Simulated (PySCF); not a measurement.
**Radial density of O (oxygen, neutral)**

UHF, [He] 2s2 2p3 3d1, high-spin 5D determinant (an excited configuration). Calculation: PySCF 2.14, in aug-cc-pVTZ with one added diffuse shell each of s, p, d, f type (6s5p4d3f, 62 functions); the non-relativistic Hamiltonian (point nucleus).

```json
{"r (bohr)": "0.00366", "4πr²ρ (e/bohr)": "0.04951", "4πr²(ρα − ρβ)": "0.0000"}
{"r (bohr)": "0.00615", "4πr²ρ (e/bohr)": "0.1352", "4πr²(ρα − ρβ)": "0.0000"}
{"r (bohr)": "0.0103", "4πr²ρ (e/bohr)": "0.3565", "4πr²(ρα − ρβ)": "0.0001"}
{"r (bohr)": "0.0174", "4πr²ρ (e/bohr)": "0.9026", "4πr²(ρα − ρβ)": "0.0003"}
{"r (bohr)": "0.0293", "4πr²ρ (e/bohr)": "2.112", "4πr²(ρα − ρβ)": "0.0011"}
{"r (bohr)": "0.0493", "4πr²ρ (e/bohr)": "4.359", "4πr²(ρα − ρβ)": "0.0050"}
{"r (bohr)": "0.0828", "4πr²ρ (e/bohr)": "7.259", "4πr²(ρα − ρβ)": "0.0241"}
{"r (bohr)": "0.139", "4πr²ρ (e/bohr)": "8.536", "4πr²(ρα − ρβ)": "0.1161"}
{"r (bohr)": "0.234", "4πr²ρ (e/bohr)": "5.878", "4πr²(ρα − ρβ)": "0.4602"}
{"r (bohr)": "0.394", "4πr²ρ (e/bohr)": "3.069", "4πr²(ρα − ρβ)": "1.4027"}
{"r (bohr)": "0.663", "4πr²ρ (e/bohr)": "4.151", "4πr²(ρα − ρβ)": "2.5252"}
{"r (bohr)": "1.12", "4πr²ρ (e/bohr)": "3.691", "4πr²(ρα − ρβ)": "2.0834"}
{"r (bohr)": "1.88", "4πr²ρ (e/bohr)": "0.9714", "4πr²(ρα − ρβ)": "0.5626"}
{"r (bohr)": "3.16", "4πr²ρ (e/bohr)": "0.1841", "4πr²(ρα − ρβ)": "0.1668"}
{"r (bohr)": "5.31", "4πr²ρ (e/bohr)": "0.2750", "4πr²(ρα − ρβ)": "0.2750"}
{"r (bohr)": "8.93", "4πr²ρ (e/bohr)": "0.004192", "4πr²(ρα − ρβ)": "0.0042"}
```

The outer electron is Rydberg-like, and this basis confines it to a smaller radius and binds it less than a complete one would. At UHF the highest occupied level has a positive energy, so only the finite basis holds that electron; for this excited configuration the basis is too tight for the outer shell.
